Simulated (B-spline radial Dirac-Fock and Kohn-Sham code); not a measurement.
**Co²⁺ 3d5/2: cross section and angular parameters**

System: Co²⁺, configuration [Ar] 3d7; threshold 33.35 eV (orbital energy of the model). Level of theory: Dirac-Hartree-Slater photoionisation with a Latter tail; cross sections with all multipoles, angular parameters from the dipole term and its interference with E2; a radial B-spline solver.

```tsv
hν (eV)	σ (kb)	β	γ	δ
69.9	4760	0.476	0.004	0.013
72.7	4640	0.505	0.005	0.013
80	4310	0.576	0.007	0.014
94.2	3660	0.693	0.011	0.015
98.9	3460	0.727	0.012	0.015
150	1750	0.980	0.032	0.020
231	686	1.151	0.076	0.026
300	356	1.208	0.116	0.030
316	309	1.215	0.126	0.031
519	73.9	1.213	0.245	0.044
800	18.6	1.124	0.381	0.061
1000	8.77	1.052	0.454	0.074
1110	6.11	1.015	0.488	0.081
1253.6	?	?	?	?
1360	2.98	0.939	0.551	0.098
2000	0.723	0.790	0.663	0.140
2410	0.357	0.722	0.718	0.165
2550	0.287	0.702	0.736	0.174
2680	0.237	0.684	0.751	0.182
2970	0.158	0.648	0.782	0.199
3200	0.118	0.623	0.805	0.213
3290	0.106	0.614	0.813	0.218
4320	0.0349	0.526	0.884	0.276
5760	0.0105	0.442	0.938	0.349
5910	0.00940	0.435	0.942	0.356
8570	0.00191	0.345	0.986	0.473
9690	0.00112	0.320	0.995	0.517
10700	0.000723	0.301	1.001	0.556
12000	0.000436	0.280	1.007	0.603
12300	0.000391	0.275	1.008	0.614
```

Question: Give the values at Mg Kα (1253.6 eV).

Answer: σ = 3.98 kb, β = 0.970, γ = 0.527, δ = 0.091.

Values without a named source are computed, but for edge energies of neutral atoms, which are taken from tables.
